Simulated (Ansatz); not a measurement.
Mulliken charges of C₃H₄OSi (`C#CC(=O)[SiH3]`) from B3LYP/def2-TZVPP in Ansatz (PBE0-D4/def2-TZVP geometry).

| atom | x (Å) | y (Å) | z (Å) | charge (e) |
| --- | --- | --- | --- | --- |
| C1 | 0.496 | 2.300 | -0.426 | 0.082 |
| C2 | 0.668 | 1.109 | -0.467 | -0.247 |
| C3 | 0.744 | -0.336 | -0.434 | 0.024 |
| O4 | 1.647 | -0.953 | -0.953 | -0.250 |
| Si5 | -0.695 | -1.228 | 0.497 | 0.259 |
| H6 | 0.369 | 3.357 | -0.407 | 0.267 |
| H7 | -0.458 | -2.687 | 0.420 | -0.040 |
| H8 | -1.977 | -0.853 | -0.152 | -0.047 |
| H9 | -0.705 | -0.756 | 1.905 | -0.047 |

By hand: the dipole of these point charges (1 e Å = 4.8032 D).

Σ q r = (-0.455, 0.906, 0.229) e Å, of length 1.039 e Å = 4.99 D.

How does the dipole of the full density compare? (An estimate is asked.)

Ansatz gave: (-0.402, 0.364, 0.226) e Å, 2.82 D; the point charges give 1.77 times that, at 22° from its direction.

Point charges leave out the atoms' own dipoles, such as those of lone pairs, and Mulliken's split depends on the basis, so the two needn't agree.

B3LYP here is the variant with VWN-RPA as its local correlation; programs differ in this.
